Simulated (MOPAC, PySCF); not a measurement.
H$_{4}$GeO$_{3}$S, SMILES `[OH][Ge]([OH])([OH])[SH]`, neutral singlet in the gas phase. 

Cartesian coordinates (Å):
SMILES: [OH][Ge]([SH])([OH])[OH]
```xyz
9

O      0.5032    -1.4090    -1.0146
Ge    -0.0094    -0.0025    -0.0706
O     -0.1897    -0.5826     1.5920
O     -1.5154     0.5050    -0.8640
S      1.3683     1.7293     0.0338
H      0.1931    -1.3662    -1.9262
H     -0.4217    -1.5187     1.6125
H     -1.8419     1.3533    -0.5450
H      1.9135     1.2914     1.1821
```
Charge 0, spin multiplicity 1.

All levels are single points at this geometry (B3LYP-D3(BJ)/def2-TZVP); Pople sets use spherical d functions. Orbital energies aren't observables, and empty levels follow the basis.

```tsv
level	HOMO (eV)	LUMO (eV)	gap (eV)	dipole (D)	vertical IE, Delta-SCF (eV)
B3LYP-D3(BJ)/def2-TZVP in PySCF	-7.61	-0.85	6.75	0.58	10.13
B3LYP/3-21G in PySCF	-7.47	-0.51	6.96	1.37	–
B3LYP/6-311+G** (LANL2DZ on Ge) in PySCF	-7.79	-1.16	6.63	0.57	–
B3LYP/6-31G* in PySCF	-7.44	-0.62	6.82	0.71	10.01
BP86/6-31G* in PySCF	-6.47	-1.40	5.07	0.79	–
M06-2X/6-31G* in PySCF	-8.95	0.86	9.81	0.79	–
PBE/6-31G* in PySCF	-6.37	-1.30	5.07	0.77	9.58
HF/3-21G in PySCF	-11.05	3.64	14.68	1.32	–
PM7 in MOPAC	-9.50	-1.50	8.01	1.17	–
```
